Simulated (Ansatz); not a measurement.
System: BiI2, net charge -1, singlet state. 
Coordinates optimised at B3LYP-D3(BJ)/def2-TZVP (Ansatz, a program for electronic structure):
```xyz
3

Bi    -1.0386     0.0000     0.0000
I      0.8133     0.0000    -2.2833
I      0.8133     0.0000     2.2833
```
Charge -1, spin multiplicity 1.

Basis-set convergence of Hartree-Fock and CCSD(T) correlation energies (hartree) with Ansatz. Valence correlation only, unless marked. No spin-orbit coupling. The frozen core is the preceding noble-gas configuration, with the filled d and f shells of earlier blocks. Past Kr the def2 sets carry scalar-relativistic core potentials.

The Hartree-Fock reference is unstable (checked in the largest basis), which strains HF and MP2. 

| basis | functions | E(HF) | E(corr, CCSD(T)) | rough core time |
|---|---|---|---|---|
| def2-SVPD | 102 | -807.01588 | -0.32257 | under 20 s |
| def2-TZVPPD | 174 | … | … | 50 s |

Q: What belongs in the gaps?

A: 
- def2-TZVPPD, E(HF): -807.03809
- def2-TZVPPD, E(corr, CCSD(T)): -0.43182
